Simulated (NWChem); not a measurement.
## Correlation energy of F3In

SMILES: [F][In]([F])[F]
```xyz
4

In     0.0000     0.0000     0.0000
F      0.0000     0.0000     1.9351
F     -1.6757     0.0000    -0.9677
F      1.6757     0.0000    -0.9677
```
Charge 0, spin multiplicity 1.

Program: NWChem. All single points use one geometry, from PBE0/def2-SVP with def2 effective core potentials on In, a minimum by its harmonic frequencies.

Basis set: def2-SVP. Each correlation energy counts from its own Hartree-Fock reference.

Effective core potentials replace the inner electrons of In; spin-orbit coupling is left out. The correlated methods keep 7 core orbitals frozen. The structure started from a generated list of species. Coupled-cluster values serve here as a point of comparison, not as the truth.

**Question.** Order these methods by the correlation energy they give, lowest first: MP2, SCS-MP2, CR-CCSD[T], CR-CCSD(T), CCSD, CCSD+T(CCSD).

**Answer.** CCSD+T(CCSD) (-665.4 mHa), CR-CCSD[T] (-662.4 mHa), CR-CCSD(T) (-660.3 mHa), CCSD (-651.5 mHa), MP2 (-649.4 mHa), SCS-MP2 (-621.0 mHa)
